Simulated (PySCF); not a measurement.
A made-up structure of SiH₂SeS, singlet:

Si1  (-0.272, 0.220, -0.206)
S2  (0.448, -0.345, 1.680)
Se3  (1.465, -1.188, -0.192)
H4  (0.521, 0.056, 2.978)
H5  (-0.034, 1.610, -0.648)
(Å)

It is relaxed with PBE-D4/def2-SVP and then PBE0-D4/def2-TZVP (PySCF 2.14 with density fitting (its default auxiliary sets; JK sets also for MP2 and CCSD(T))). Atoms count as bonded within 1.22 times the sum of their covalent radii (H–H: 0.88 Å). The end point is not checked to be a true minimum.

Task: Does its bonding change? (Judge from chemistry; the calculation decides.)

Result: Computed: No: no bond forms or breaks.

Where it ends: The first stage lowers the energy by 2.42 eV in 17 steps. It ends as SiH₂SeS ([SiH]1[SH][Se]1):
```
5
angstrom
Si -0.4363 0.1667 -0.4227
S 0.1485 -0.7086 1.7001
Se 1.5913 -1.0278 0.0685
H 0.6464 0.4265 2.2342
H 0.1523 1.5076 0.0160
```

Labels in which every atom is bracketed show which atoms are joined, not bond orders.

For scale, one of the runs: PBE0-D4/def2-TZVP relaxation, 134 basis functions, launched by `OMP_NUM_THREADS=2 python run.py`. The run took 27 s on 2 CPU threads of an AMD EPYC 9B45 (shared host), with 1.2 GiB of host memory at its peak.
